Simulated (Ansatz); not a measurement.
Basis-set extrapolation for C2H6ClNOSi, SMILES `CC(=O)N[SiH2]Cl` (PBE0-D4/def2-TZVP geometry, frozen core, the Gaussian-basis code of Ansatz). Multiplicity 1, RHF reference.

```
                      def2-TZVPP   def2-QZVPP
                 HF  -957.192325  -957.223964
    MP2 correlation    -1.074228    -1.158338
CCSD(T) correlation    -1.168819      not run
```

Energies in hartree. Use E(X) = E(∞) + A·exp(−7.88·√X) for Hartree–Fock and E(X) = E(∞) + B·X^(−2.97) for correlation, with X = 3 and 4, and add CCSD(T) minus MP2 of the smaller set to the MP2 limit.

**Question.** What is the CCSD(T) energy at the basis-set limit?

**Answer.** HF limit: -957.223964 + (-0.031639) × 0.13774 = -957.22832. MP2 limit: -1.158338 + (-0.084110) × 0.74074 = -1.22064. Higher-order term: -1.168819 − (-1.074228) = -0.09459. Total: -958.54355 hartree, 4.96 eV below CCSD(T)/def2-TZVPP.
